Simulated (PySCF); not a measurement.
H7Si3, charge +1, multiplicity 1. Atoms are numbered in the order given.

```xyz
10

Si     0.4721     1.8355     0.0000
Si    -1.0228     0.0648     0.0000
Si     0.4955    -1.8105     0.0000
H      1.0967     2.3793     1.2335
H      1.0967     2.3793    -1.2335
H     -1.8053     0.1849    -1.2566
H     -1.8053     0.1849     1.2566
H     -0.4358    -2.9680     0.0000
H      1.3136    -1.7089    -1.2338
H      1.3136    -1.7089     1.2338
```
Charge +1, spin multiplicity 1.

Geometry optimised at B3LYP-D3(BJ)/def2-SVP. The multiplicity is an assumed one; other spin states were not compared. The isomer is the one that the SMILES or the coordinates give; other isomers of the formula were not compared.

The numbers are results of HF/def2-TZVPD (PySCF), not measurements.

ESP charges are fitted to the potential on shells at 1.4 to 2.0 van der Waals radii. Atomic charges (e):

| atom | ESP fit | IAO |
|---|---|---|
| Si1 | 0.78 | 0.83 |
| Si2 | 0.04 | (withheld) |
| Si3 | 0.30 | 0.54 |
| H4 | -0.04 | (withheld) |
| H5 | -0.04 | (withheld) |
| H6 | 0.02 | -0.09 |
| H7 | 0.02 | -0.09 |
| H8 | 0.02 | (withheld) |
| H9 | -0.05 | (withheld) |
| H10 | -0.05 | (withheld) |

**Question.** Fill in the missing entries. (Estimate from the structure and the level; the computed values follow.)

**Answer.** 
- Si2, IAO: 0.31
- H4, IAO: -0.07
- H5, IAO: -0.07
- H8, IAO: -0.10
- H9, IAO: -0.13
- H10, IAO: -0.13
